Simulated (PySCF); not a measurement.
**Orbital levels and atomic charges**

System: C6H18F6O6Si6 (cyclosiloxane), SMILES C[Si@]1(F)O[Si@](C)(F)O[Si@@](C)(F)O[Si@](C)(F)O[Si@@](C)(F)O[Si@@](C)(F)O1.

Cartesian coordinates (Å):
```
  1 C    -1.907    2.816    1.517
  2 Si   -0.998    1.581    0.425
  3 F    -0.412    0.431    1.400
  4 O     0.205    2.218   -0.431
  5 Si    1.681    2.794   -0.123
  6 C     2.470    3.385   -1.722
  7 F     1.472    3.980    0.948
  8 O     2.568    1.746    0.720
  9 Si    2.789    0.154    0.873
 10 C     2.539   -0.462    2.629
 11 F     4.309   -0.053    0.374
 12 O     1.914   -0.601   -0.253
 13 Si    1.288   -1.993   -0.763
 14 C     1.660   -2.279   -2.585
 15 F     1.944   -3.136    0.174
 16 O    -0.290   -2.055   -0.465
 17 Si   -1.562   -2.499    0.421
 18 C    -1.244   -2.695    2.263
 19 F    -2.027   -3.881   -0.268
 20 O    -2.796   -1.503    0.108
 21 Si   -3.141   -0.164   -0.718
 22 C    -3.673   -0.431   -2.499
 23 F    -4.300    0.490    0.192
 24 O    -1.915    0.885   -0.698
 25 H    -1.240    3.263    2.249
 26 H    -2.727    2.341    2.048
 27 H    -2.327    3.623    0.926
 28 H     1.853    4.131   -2.212
 29 H     2.623    2.566   -2.417
 30 H     3.438    3.834   -1.521
 31 H     1.551   -0.208    2.998
 32 H     3.272   -0.039    3.310
 33 H     2.642   -1.543    2.659
 34 H     2.725   -2.188   -2.778
 35 H     1.348   -3.272   -2.893
 36 H     1.145   -1.559   -3.213
 37 H    -0.835   -1.782    2.686
 38 H    -0.529   -3.493    2.435
 39 H    -2.153   -2.937    2.806
 40 H    -3.941    0.509   -2.972
 41 H    -4.537   -1.086   -2.546
 42 H    -2.880   -0.886   -3.084
```

Method: B3LYP/6-31G*, gas phase, PySCF, fitting set def2-universal-JFIT up to Ne and JKFIT beyond, grid level 1.

**Question.** Give the orbital energies near the gap.

**Answer.** 
```csv
orbital,eV
HOMO-4,-9.33
HOMO-3,-9.29
HOMO-2,-9.01
HOMO-1,-8.93
HOMO,-8.85
LUMO,0.76
LUMO+1,1.44
LUMO+2,1.58
LUMO+3,1.78
```

**Question.** Give the partial charges of the non-hydrogen atoms.

**Answer.** 
```tsv
atom	Mulliken	IAO	Hirshfeld
C1	-0.71	-0.74	-0.18
Si2	1.11	1.64	0.53
F3	-0.39	-0.53	-0.16
O4	-0.60	-0.87	-0.30
Si5	1.13	1.65	0.53
C6	-0.70	-0.74	-0.18
F7	-0.38	-0.53	-0.20
O8	-0.60	-0.87	-0.30
Si9	1.13	1.66	0.52
C10	-0.72	-0.74	-0.18
F11	-0.37	-0.53	-0.21
O12	-0.61	-0.88	-0.30
Si13	1.12	1.66	0.54
C14	-0.70	-0.74	-0.18
F15	-0.39	-0.53	-0.20
O16	-0.60	-0.87	-0.30
Si17	1.13	1.66	0.53
C18	-0.72	-0.74	-0.18
F19	-0.37	-0.53	-0.21
O20	-0.60	-0.87	-0.30
Si21	1.13	1.65	0.53
C22	-0.70	-0.74	-0.18
F23	-0.38	-0.53	-0.20
O24	-0.60	-0.87	-0.30
```
